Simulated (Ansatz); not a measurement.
Start from `O=C([SiH3])S` and change one atom or group to get `O=[C](S)[SbH2]`.

Ansatz, PBE0-D4/def2-TZVP geometries, multiplicity 1. Each molecule was computed in one conformer, which needn't be the lowest.

Elements past krypton have def2 core potentials.

```json
{"property": "HOMO–LUMO gap (B3LYP/def2-TZVPP) / eV", "`O=C([SiH3])S`": "5.42"}
{"property": "size of the dipole moment (ωB97M-V/def2-TZVPP) / D", "`O=C([SiH3])S`": "1.48"}
{"property": "LUMO energy (PBE/def2-TZVPP) / eV", "`O=C([SiH3])S`": "-2.52"}
{"property": "HOMO energy (PBE0/def2-TZVPP) / eV", "`O=C([SiH3])S`": "-7.38"}
{"property": "ideal-gas entropy at 298 K and 1 bar (rigid rotor, harmonic PBE0-D4/def2-TZVP) / J/(mol·K)", "`O=C([SiH3])S`": "325"}
{"property": "HOMO–LUMO gap (ωB97M-V/def2-TZVPP) / eV", "`O=C([SiH3])S`": "10.25"}
```

(1) Give the same properties after the change, and the shifts. (Best estimate.)

Results:

(1) Ansatz gave: 
```json
{"property": "HOMO–LUMO gap (B3LYP/def2-TZVPP) / eV", "`O=[C](S)[SbH2]`": "5.06", "shift": "-0.36"}
{"property": "size of the dipole moment (ωB97M-V/def2-TZVPP) / D", "`O=[C](S)[SbH2]`": "2.89", "shift": "1.41"}
{"property": "LUMO energy (PBE/def2-TZVPP) / eV", "`O=[C](S)[SbH2]`": "-2.37", "shift": "0.15"}
{"property": "HOMO energy (PBE0/def2-TZVPP) / eV", "`O=[C](S)[SbH2]`": "-7.01", "shift": "0.37"}
{"property": "ideal-gas entropy at 298 K and 1 bar (rigid rotor, harmonic PBE0-D4/def2-TZVP) / J/(mol·K)", "`O=[C](S)[SbH2]`": "343", "shift": "18"}
{"property": "HOMO–LUMO gap (ωB97M-V/def2-TZVPP) / eV", "`O=[C](S)[SbH2]`": "9.34", "shift": "-0.91"}
```

The zero-point energy changes by -29.3 kJ/mol with -3 modes. Dipoles are sizes alone; their direction can turn.

B3LYP here is the variant with VWN-RPA as its local correlation; programs differ in this.

Spin–orbit coupling is left out; it splits and shifts lone-pair levels of the heavy atoms by tenths of an eV.
